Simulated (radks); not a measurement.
The numbers below are computed, except where a source is named.
The table gives one normalised radial function P(r) = r R(r) of Os40+ in [Ar] 3d10 4p6 5s2 (r in bohr). Level of theory: non-relativistic Kohn-Sham, HCTH/407, spin-polarised, spherical densities, point nucleus; relativity is left out, which matters for an element this heavy (a radial shooting solver on a logarithmic mesh with Libxc functionals).

r	P
0.002384	0.0243
0.003079	0.0395
0.003977	0.0637
0.005138	0.1017
0.006637	0.1602
0.008573	0.2481
0.01107	0.3756
0.01431	0.5521
0.01848	0.7804
0.02387	1.0466
0.03083	1.3051
0.04015	1.4663
0.05186	1.3798
0.067	0.9119
0.08654	0.0164
0.1118	-1.1369
0.1444	-2.1310
0.1865	-2.4962
0.241	-2.0768
0.3113	-1.2212
0.4021	-0.4821
0.5194	-0.1165
0.6709	-0.0152
0.8667	-0.0009
1.119	0.0000
1.446	0.0000
1.868	0.0000

Which n and l does it have? It may be an empty orbital.

Answer. n = 3, l = 1: the number of nodes gives n - l - 1 = 1, the rise at small r (about r^(l+1)) gives l, and the extent must fit the shell. The curve is that of 3p. 3p: eigenvalue -4176.9 eV, 1 radial node at r = 0.0869 bohr, <r> = 0.199 bohr, 90 % of the charge inside 0.296 bohr.
